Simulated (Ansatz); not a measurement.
`F[CH2][AlH2]` + `[SiH3][O][InH][Br]` → `F[CH2][AlH][Br]` + `[SiH3][O][InH2]`  (redistribution)

Calculated with Ansatz (gas phase, PBE0-D4/def2-TZVP geometries, no zero-point term in ΔE). CCSD(T)/CBS is the MP2 limit (def2-TZVPP, def2-QZVPP) plus CCSD(T) − MP2 in def2-TZVPP, frozen cores. DFT in def2-TZVPP. B3LYP here is the variant with VWN-RPA as its local correlation; programs differ in this. HSE06 is defined as in plane-wave codes. Elements past krypton have def2 core potentials. For Br, In outer-core shells are correlated without core-valence functions, which leaves a few kJ/mol of doubt a bond. Scalar relativity is left out up to krypton. One conformer a species, not always the lowest.

`F[CH2][AlH2]`:

```xyz
7

F    -1.849   -0.401    0.117
C    -0.487   -0.688    0.245
Al    0.660    0.834   -0.296
H    -0.277   -1.585   -0.354
H    -0.303   -0.982    1.287
H     0.025    2.194   -0.801
H     2.232    0.627   -0.197
```

`[SiH3][O][InH][Br]`:

```xyz
8

Si   -0.857   -0.827    0.807
O    -0.653    0.094   -0.527
In    0.821    1.134   -1.310
Br    2.832    0.973    0.095
H     0.073   -1.992    0.815
H    -2.255   -1.334    0.821
H    -0.622   -0.043    2.053
H     0.660    1.996   -2.754
```

`F[CH2][AlH][Br]`:

Cartesian coordinates in Å:
```
F -1.377 -0.290 1.248
C -0.168 -0.647 0.661
Al 0.391 0.589 -0.776
Br -0.913 2.347 -1.292
H -0.264 -1.671 0.277
H 0.594 -0.694 1.451
H 1.737 0.366 -1.570
```

`[SiH3][O][InH2]`:

Z-matrix (Å, degrees):
```
Si
O 1 1.622
H 1 1.490 2 110.7
H 1 1.496 2 111.8 3 120.0
H 1 1.490 2 110.8 3 -119.9
In 2 1.992 1 138.5 3 -120.0
H 6 1.702 2 110.2 1 180.0
H 6 1.706 2 112.5 1 -0.0
```

```tsv
level	ΔE (kcal/mol)	difference from CCSD(T)/CBS
LDA (SPW92)	-9.8	-2.7
revPBE-D4	-8.1	-1.0
B97M-V	-7.4	-0.3
B3LYP-D4	-7.4	-0.3
ωB97M-V	-8.1	-1.0
PBE	-8.3	-1.2
B3LYP	-7.6	-0.5
HSE06	-8.2	-1.1
BHLYP	-7.3	-0.2
CAM-B3LYP	-8.0	-0.9
LC-ωPBE	-8.5	-1.4
MP2/def2-TZVPP	-7.9	-0.8
CCSD/def2-TZVPP	-7.9	-0.8
CCSD(T)/def2-TZVPP	-8.0	-0.9
HF/CBS(def2)	-5.6	1.5
MP2/CBS(def2)	-7.1	0.0
CCSD(T)/CBS	-7.1	0
```

Largest T1 diagnostic among the species: 0.015.

Leaving LDA and LC-ωPBE aside and taking each functional with its dispersion term where it has one, the values, not all of them listed here, spread over 1.7 kcal/mol, from r2SCAN-D4 to BHLYP-D4. LDA lies −1.5 kcal/mol from PBE without D4. In def2-TZVPP, CCSD(T) changes the Hartree–Fock value by −2.2 kcal/mol (the triples alone add −0.0 kcal/mol) and MP2 by −2.2 kcal/mol.
